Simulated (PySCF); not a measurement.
## 29Si chemical shifts

No relativistic terms, a single conformation, no solvent, one averaged value for each set of equivalent atoms. Structure optimised with GFN2-xTB; σ from GIAO-PBE0/pcSseg-1; PySCF 2.14.0 with density-fitted response routines.

Shieldings were converted by a linear fit to measured shifts: 29Si (scatter 8.9 ppm rms, 25.8 ppm with the 6 outliers that the fit left out vs TMS, solution or neat liquid). Occasional misses reach two or three times the rms, and more in compound classes unlike the fitted ones.

Q: Give the 29Si shifts of `O=C[Si@H]([SiH2]O[SiH3])S[SiH3]`, `CN[SiH2][SiH2]C`, `Cl[SiH2]C1=C(OCC2CC2)C1`, `CC(C)[SiH2]/N=C\C(F)(F)F`.

A: 
```tsv
compound	environment	δ (ppm)
[O:1]=[CH:2][Si@H:3]([SiH2:4][O:5][SiH3:6])[S:7][SiH3:8]	Si6: silicon bonded to O, 3 H	-38.8
[O:1]=[CH:2][Si@H:3]([SiH2:4][O:5][SiH3:6])[S:7][SiH3:8]	Si4: silicon bonded to O, Si, 2 H	-42.1
[O:1]=[CH:2][Si@H:3]([SiH2:4][O:5][SiH3:6])[S:7][SiH3:8]	Si3: silicon bonded to C, S, Si, H	-42.8
[O:1]=[CH:2][Si@H:3]([SiH2:4][O:5][SiH3:6])[S:7][SiH3:8]	Si8: silicon bonded to S, 3 H	-51.8
[CH3:1][NH:2][SiH2:3][SiH2:4][CH3:5]	Si3: silicon bonded to N, Si, 2 H	-47.9
[CH3:1][NH:2][SiH2:3][SiH2:4][CH3:5]	Si4: silicon bonded to C, Si, 2 H	-76.1
Cl[SiH2]C1=C(OCC2CC2)C1	silicon bonded to C, Cl, 2 H	-38.2
CC(C)[SiH2]/N=C\C(F)(F)F	silicon bonded to C, N, 2 H	-30.3
```

Q: Order these by 29Si shift, lowest first.
A. FC(F)(F)[SiH2]C(Cl)(Cl)Cl
B. F[SiH](F)F
C. COC(=O)c1nnsc1[SiH3]
D. CN[SiH3]

A: C (-82.1 ppm, silicon bonded to C, 3 H), B (-60.5 ppm, silicon bonded to 3 F, H), D (-51.9 ppm, silicon bonded to N, 3 H), A (-36.3 ppm, silicon bonded to 2 C, 2 H).
